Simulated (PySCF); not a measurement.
# Shapes and spin states of CoOCl

Computed with PySCF, PBE0, basis Co def2-TZVP, O def2-TZVP, Cl def2-TZVP (no relativity, density fitting).

Relaxations began from a few typed shapes and spin states; open shells are unrestricted. The search is not exhaustive: other isomers or separated fragments can lie lower, and high-lying points may rest on an excited occupation.

```tsv
spin	group	bonds	angles	imaginary modes (cm⁻¹)	ΔE (kJ/mol)	ΔE with ZPE (kJ/mol)
quintet	C∞v	Co–Cl 2.123 Å, Co–O 1.620 Å	Cl–Co–O 180.0°	none	0.0	0.0
broken-symmetry Ms = 1 (⟨S²⟩ 2.84)	C∞v	Co–Cl 2.084 Å, Co–O 1.749 Å	Cl–Co–O 180.0°	none	63.8	63.6
singlet (closed shell, unstable to spin polarisation)	Cs	Co–Cl 2.026 Å, Co–O 1.543 Å	Cl–Co–O 139.4°	none	196.8	197.7
singlet (closed shell, unstable to spin polarisation)	C∞v	Co–Cl 2.034 Å, Co–O 1.558 Å	Cl–Co–O 180.0°	147i, 147i	207.8	–
```

The lowest minimum found is the quintet C∞v: Co–Cl 2.123 Å, Co–O 1.620 Å; Cl–Co–O 180.0°.

Formally Co is in oxidation state +3, d6, with 4 unpaired electrons (the high-spin count). The Mulliken spin on Co is 2.85. The polar-tensor charge on Co, 1.09, is far below the formal one.

For the lowest minimum: open d and f shells are described by one determinant, and the ground state may have another occupation or spin.

The electron or spin density has lower symmetry than the nuclear frame for the broken-symmetry Ms = 1 (⟨S²⟩ 2.84) C∞v at 63.8 kJ/mol.
